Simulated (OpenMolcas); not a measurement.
# Computed transition rates of C

```json
{
  "Program": "OpenMolcas",
  "Method": "SS-CASPT2, IPEA 0.25 Eh, imaginary shift 0.1 Eh (closed shells correlated: 1s)",
  "Basis": "ANO-RCC-VTZP [4s3p2d1f]",
  "Scalar Hamiltonian": "DKH2, point nucleus",
  "Active space": "4 electrons in 4 orbitals (2s 2p)",
  "State averaging": "2S+1 = 3 even, 6 roots (3 in the spin-orbit step); 2S+1 = 1 even, 6 roots kept (CI in the orbitals of an earlier block); 2S+1 = 5 odd, 1 root; 2S+1 = 3 odd, 8 roots kept (CI in the orbitals of an earlier block)",
  "Spin-orbit coupling": "RASSI with atomic mean-field integrals over the reference wave functions, term energies averaged over their components"
}
```

Rates come from the transition moments of the reference wave functions (E1 and E2 in the length form). At fixed line strength A goes as λ^-3 for E1 and M1 and as λ^-5 for E2, so a rate at the computed wavelength can be rescaled to the measured one. Measured vacuum wavelengths follow from level energies in NIST Handbook of Basic Atomic Spectroscopic Data. Branching counts decays inside the model space alone, at computed energies, and the table is only a selection of the E2 and M1 lines, drawn from those between levels with measured partners whose computed energy lies within a factor of 1.5 of the measured one.

```csv
Upper,Lower,Type,λ computed (nm),λ measured (nm),A computed (s-1),A rescaled (s-1),Branching %
2s² 2p² ¹S₀,2s² 2p² ¹D₂,E2,949,873,3.38e-01,5.13e-01,99.4
2s² 2p² ¹S₀,2s² 2p² ³P₁,M1,486.6,462.3,2.15e-03,,0.6
2s² 2p² ¹D₂,2s² 2p² ³P₂,M1,1002,985.3,1.82e-04,,74.5
2s² 2p² ¹D₂,2s² 2p² ³P₁,M1,998.9,982.7,6.13e-05,,25.1
```

Spin-changing lines and M1 lines between different terms are not rescaled, since their strength hangs on the term gaps too.

The largest correction is for 2s² 2p² ¹S₀ → 2s² 2p² ¹D₂ (E2): 3.38e-01 × (949 / 873)^5 = 5.13e-01 s-1, a factor of 1.52.

The computed rate and branching of 2s² 2p² ¹S₀ → 2s² 2p² ¹D₂ give the upper level a radiative lifetime of 0.994 / 3.38e-01 s-1 = 2.94e+00 s, counting decays inside the model space alone. The rescaled rate gives about 1.9e+00 s.

No measured rate stands beside these. Rescaling mends the energy factor alone: line strengths can still be far off where a level mixes with configurations outside the active space, and weak or spin-changing lines hang on small mixing coefficients that depend on the term gaps too, so rescaling need not improve them.

Term energies are means over components that CASPT2 splits; among the terms shown or strongly mixed into the levels shown the widest spread is 13 cm-1 (2s² 2p² ¹D). Over all roots computed the reference weight is 0.93 to 0.99; the roots of lowest weight are the least certain, and an intruder state may touch them. Terms from blocks run as CI alone lack orbitals of their own. Measured partners are found by configuration, term and J. A level has none where our copy of the source lacks it or the pairing is in doubt (some pairs that miss far off the trend of their configuration count as doubtful). Levels of configurations outside the active space are missing.
